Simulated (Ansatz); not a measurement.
Mulliken charges of AuClH3N (`[NH3+][Au-][Cl]`) from PBE/def2-TZVPP in Ansatz (PBE0-D4/def2-TZVP geometry).

| atom | x (Å) | y (Å) | z (Å) | charge (e) |
| --- | --- | --- | --- | --- |
| N1 | -0.571 | 0.551 | -0.374 | -0.349 |
| Au2 | 0.790 | -0.772 | 0.489 | 0.072 |
| Cl3 | 2.247 | -2.189 | 1.412 | -0.364 |
| H4 | -0.994 | 0.148 | -1.203 | 0.214 |
| H5 | -0.114 | 1.416 | -0.645 | 0.214 |
| H6 | -1.315 | 0.782 | 0.276 | 0.214 |

Question: By hand: the dipole of these point charges (1 e Å = 4.8032 D).

Answer: Σ q r = (-1.080, 1.051, -0.685) e Å, of length 1.655 e Å = 7.95 D.

Question: How does the dipole of the full density compare? (An estimate is asked.)

Answer: Ansatz gave: (-1.150, 1.118, -0.729) e Å, 8.46 D; the point charges give 0.94 times that, at 0° from its direction.

Point charges leave out the atoms' own dipoles, such as those of lone pairs, and Mulliken's split depends on the basis, so the close match here is no proof of good charges.
